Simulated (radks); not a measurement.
Effect of the nuclear size on the tungsten ion W3+, [Xe] 4f14 5d3. All-electron calculation, Dirac Kohn-Sham, BLYP, spin-unpolarised, spherical densities, finite nucleus; open shells are shared between the two j in proportion to 2j + 1; Fermi nuclear charge, rms radius 5.3658 fm. Program: a radial shooting solver on a logarithmic mesh with Libxc functionals. The rms radius is varied about that value; shifts are against it.

rms radius (fm),total energy shift (eV),density at nucleus (e/bohr^3),1s1/2 shift (meV),2s1/2 shift (meV),5s1/2 shift (meV),5p1/2 shift (meV),5d5/2 shift (meV),6s1/2 (empty) shift (meV)
4.6629,-14.5,1.496e+06,-5890,-830,-7.97,0.052,0.149,-1.27
5.0868,-5.93,1.451e+06,-2400,-339,-3.25,0.021,0.061,-0.518
5.3658,0,1.425e+06,0.000,0.000,0.000,0.000,0.000,0.000
5.7146,7.70,1.394e+06,3120,440,4.22,-0.027,-0.079,0.673
6.2726,20.7,1.349e+06,8370,1180,11.3,-0.072,-0.212,1.81

Slopes of the eigenvalues against <r^2> in GHz/fm^2, as finite differences over the two radii next to the reference (eigenvalue slopes, not the field-shift constants of lines): 1s1/2 197000, 2s1/2 27800, 5s1/2 266, 5p1/2 -1.71, 5d5/2 -4.98, 6s1/2 (empty) 42.5.
